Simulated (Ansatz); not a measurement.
Calculated with Ansatz (gas phase, PBE0-D4/def2-TZVP geometries, no zero-point term in ΔE). CBS: MP2 limit from def2 TZ/QZ plus the TZ coupled-cluster correction, frozen cores. Functionals use def2-TZVPP. B3LYP here is the variant with VWN-RPA as its local correlation; programs differ in this.

Reaction (isomerisation): `C=C1C[SiH]1[SiH3]` → `C#CC([SiH3])[SiH3]`

CCSD(T)/CBS gives -19.8 kJ/mol.

Problem. Another level gave -32.2 kJ/mol. Which?
A. B2PLYP/def2-TZVPP
B. MP2/def2-TZVPP
C. PBE0/def2-TZVPP
D. B3LYP-D4/def2-TZVPP

Solution. B. MP2/def2-TZVPP -32.2, B3LYP-D4 -13.2, B2PLYP -20.7, PBE0 14.3 kJ/mol.

Largest T1 diagnostic among the species: 0.013.

From PBE to PBE0 (25 % exact exchange), in def2-TZVPP and without D4, ΔE moves by −7.5 kJ/mol. The D4 term adds −3.7 kJ/mol with B3LYP and −1.9 kJ/mol with PBE0; it sums over pairs of atoms, weighted by their polarisabilities, and B3LYP, whose exchange is more repulsive, gets the larger term. In def2-TZVPP, CCSD(T) changes the Hartree–Fock value by +28.7 kJ/mol (the triples alone add +4.1 kJ/mol) and MP2 by +16.7 kJ/mol.
